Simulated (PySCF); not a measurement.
BClFH₂N, SMILES NB(F)Cl. Coordinates come from a B3LYP-D3(BJ)/def2-SVP optimisation. One conformer was computed; it need not be the lowest.

### Question
Give the equilibrium geometry at B3LYP-D3(BJ)/def2-SVP (PySCF confirms it by a frequency run) as a Z-matrix, and its point group. (The exact figures need the calculation; the answer reports its results.)

### Answer
Several could match; the one computed here: point group Cs.
```
B
F 1 1.3317
N 1 1.3925 2 120.68
H 3 1.0112 1 122.93 2 180.00
H 3 1.0132 4 115.13 1 180.00
Cl 1 1.7787 2 118.24 3 180.00
```
